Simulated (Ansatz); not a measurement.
**Abstraction of F: CH2BrF + C2H → CH2Br + C2HF**

Species: CH2BrF (bromofluoromethane) `FCBr`, singlet; C2H `[C]#C`, doublet; CH2Br `[CH2]Br`, doublet; C2HF (fluoroacetylene) `C#CF`, singlet. A radical takes F: the energy is the difference in strength between two C–F bonds in different surroundings.

Shapes, held fixed at every level: PBE0-D4/def2-TZVP. Programs: Ansatz 0.2.0. The zero-point and thermal change to 298 K, harmonic and unscaled (PBE0-D4/def2-TZVP), is -5.4 kJ/mol.

| level | kind | ΔH(298 K) (kJ/mol) |
| --- | --- | --- |
| SPW92/def2-TZVPP | LDA | -123.0 |
| PBE-D4/def2-TZVPP | GGA | -108.6 |
| r2SCAN-D4/def2-TZVPP | meta-GGA | -98.8 |
| B3LYP-D4/def2-TZVPP | global hybrid | -103.7 |
| PBE0-D4/def2-TZVPP | global hybrid | -105.8 |
| wB97M-V/def2-TZVPP | range-separated hybrid | -102.6 |
| wB97X-V/def2-TZVPP | range-separated hybrid | -103.7 |
| B2PLYP/def2-TZVPP | double hybrid | -100.6 |

B2PLYP/def2-TZVPP gives ΔH(298 K) = -100.6 kJ/mol; the levels span -123.0 to -98.8. The median of the levels is -103.7. No measured value is set beside it here. Spin contamination: C2H (⟨S²⟩ up to 1.11). Open shells run unrestricted. Relativity is left out for Br. Outer-core shells of Br are correlated, in sets that cover them unevenly.
